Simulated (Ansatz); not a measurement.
Isolated molecules relaxed with PBE0-D4/def2-TZVP in Ansatz; ΔE leaves out vibrations. CBS: MP2 limit from def2 TZ/QZ plus the TZ coupled-cluster correction, frozen cores. DFT in def2-TZVPP. B3LYP here is the variant with VWN-RPA as its local correlation; programs differ in this. def2 core potentials past Kr. For Ge, In outer-core shells are correlated without core-valence functions, which leaves a few kJ/mol of doubt a bond. Scalar relativity is left out up to krypton. One conformer a species, not always the lowest.

Reaction (redistribution): `O[SiH](O)[NH][GeH3]` + `[CH3][In]([F])[Cl]` → `[F][In]([Cl])[GeH3]` + `CN[SiH](O)O`

```csv
level,ΔE (kJ/mol),difference from CCSD(T)/CBS
PBE-D4,4.7,-16.3
r2SCAN-D4,14.0,-7.0
PBE0-D4,7.7,-13.3
B3LYP-D4,10.0,-11.0
ωB97X-V,16.6,-4.4
B3LYP,6.6,-14.4
HF/def2-TZVPP,17.6,-3.4
CCSD(T)/def2-TZVPP,26.0,5.0
SCS-MP2/def2-QZVPP,27.2,6.2
CCSD/CBS(def2),18.9,-2.1
CCSD(T)/CBS,21.0,0
```

Largest T1 diagnostic among the species: 0.014.

The D4 term adds +3.4 kJ/mol with B3LYP and +1.7 kJ/mol with PBE0; it sums over pairs of atoms, weighted by their polarisabilities, and B3LYP, whose exchange is more repulsive, gets the larger term. In def2-TZVPP, CCSD(T) changes the Hartree–Fock value by +8.4 kJ/mol (the triples alone add +2.1 kJ/mol) and MP2 by +13.7 kJ/mol.
